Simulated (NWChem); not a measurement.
System: GaH, singlet; SMILES [GaH]

```xyz
2

Ga     0.0000     0.0000    -0.0517
H      0.0000     0.0000    -1.7341
```
Atoms are numbered in this order, from 1.

Program: NWChem. Low-valent species are run as closed-shell singlets; no triplet was tried in these runs. Geometry: optimised at PBE0/def2-SVP. GIAO values for the isolated, static molecule; σ is the absolute isotropic shielding.

Problem. What does the run give for PBE0/cc-pVTZ? Quantities: σ Ga1 (ppm); σ H2 (ppm).

Solution. The σ Ga1 (ppm) is 955.7. The σ H2 (ppm) is 21.70.
